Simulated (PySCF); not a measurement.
B(Cl)(GeH3)2 (BClGe2H6), SMILES [GeH3][B](Cl)[GeH3]. Atoms are numbered in the order given.

```xyz
10

B     -0.3923    -0.2244     0.0005
Cl    -1.9218    -1.0895    -0.0061
Ge    -0.2459     1.5379    -1.0916
H      0.1970     1.1782    -2.5306
H     -1.5890     2.2929    -1.1851
H      0.8238     2.4874    -0.5085
Ge     1.1945    -1.0003     1.0948
H      1.2095    -0.3072     2.4790
H      1.0835    -2.5223     1.3246
H      2.5497    -0.6916     0.4201
```
Charge 0, spin multiplicity 1.

Geometry optimised at B3LYP-D3(BJ)/def2-SVP. The structure was generated by enumeration, and PubChem lists no compound with its InChIKey, so it may never have been made.

These are PBE/pcSseg-1 (PySCF) values and carry that method's errors.

GIAO shieldings, no solvent; atoms listed in one row are averaged. δ = σ(ref) − σ: ¹¹B against BF3 (σ = 83.9 ppm); ³⁵Cl against HCl (σ = 936.5 ppm); ⁷³Ge against GeH4 (σ = 1614.4 ppm); ¹H against TMS (σ = 31.49 ppm), references at their B3LYP-D3(BJ)/def2-TZVP geometries, non-relativistic (without spin–orbit terms, shifts of atoms bonded to Cl or Br come out too high).

Q: Estimate the chemical shifts. (Estimate from the structure and the level; the computed values follow.)

A: 
```json
[
 {"nucleus": "¹¹B", "atoms": "B1", "count": "1", "δ (ppm)": "121.5"},
 {"nucleus": "³⁵Cl", "atoms": "Cl2", "count": "1", "δ (ppm)": "613.9"},
 {"nucleus": "⁷³Ge", "atoms": "Ge7", "count": "1", "δ (ppm)": "25.2"},
 {"nucleus": "⁷³Ge", "atoms": "Ge3", "count": "1", "δ (ppm)": "21.3"},
 {"nucleus": "¹H", "atoms": "H4, H5, H6, H8, H9, H10", "count": "6", "δ (ppm)": "4.27"}
]
```
